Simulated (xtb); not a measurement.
xtb input:

```bash
xtb mol.xyz --gfn 1 --sp --chrg 0 --uhf 0
```
mol.xyz:
```
2

Ca    -0.00000000    -0.00000000    -1.03020627
S      0.00000000     0.00000000     1.28775783
```

Predict the final energy.

-4.31752 Eh (GFN1-xTB).
